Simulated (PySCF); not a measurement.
Spectrum to structure. Level of theory: PySCF, TDDFT PBE0/def2-SVPD, vertical, gas phase, core orbitals frozen in the response. Geometries: GFN2-xTB, one conformer each.

| state | E (eV) | f | main configurations (H = HOMO, L = LUMO) |
| --- | --- | --- | --- |
| S1 | 4.76 | 0.0027 | H-2→L (96%) |
| S2 | 5.07 | 0.084 | H→L (91%) |
| S3 | 5.57 | 0.177 | H-1→L (80%), H→L+2 (12%) |
| S4 | 5.84 | 0.0001 | H→L+1 (97%) |
| S5 | 6.49 | 0.376 | H→L+2 (81%), H-1→L (12%) |
| S6 | 6.51 | 0.013 | H-1→L+1 (90%) |

Triplets computed (Tamm–Dancoff): 3.53, 4.04 eV.

Orbital energies (eV): HOMO-3 -9.48, HOMO-2 -7.13, HOMO-1 -7.08, HOMO -6.42, LUMO -0.62, LUMO+1 0.45, LUMO+2 0.75.

Question: Which structure fits?
A. `Nc1ccc(N)cc1`
B. `[H]/N=C\C1=CN(C)C=C1`
C. `N#Cc1cnccn1`

Answer: B. Its S1, at 4.76 eV, is the highest among the candidates; the nearest of the others has S1 at 4.16 eV. S1 is HOMO-2→LUMO (96%). Löwdin shares by element: HOMO carbon 62% or more, nitrogen 11% or more (atoms not listed hold the other 26%); LUMO carbon 50% or more, nitrogen 23% or more (atoms not listed hold the other 28%). At the same level the other candidates give, for their lowest levels:
- `Nc1ccc(N)cc1`: 4.16 eV (f 0.046); 4.89 eV (f 0.035); 5.02 eV (f 0.004); 5.32 eV (f 0.229); 5.51 eV (f 0.000); T1 3.21 eV; HOMO -5.07, LUMO -0.02 eV
- `N#Cc1cnccn1`: 3.82 eV (f 0.002); 4.41 eV (f 0.002); 5.26 eV (f 0.192); 5.41 eV (f 0.000); 5.97 eV (f 0.164); T1 3.18 eV; HOMO -8.09, LUMO -2.59 eV

Conformer computed: `[H]/[N:7]=[CH:6]\[c:5]1[cH:4][cH:3][n:2]([CH3:1])[cH:8]1`: C4–C5–C6–N7 180°.
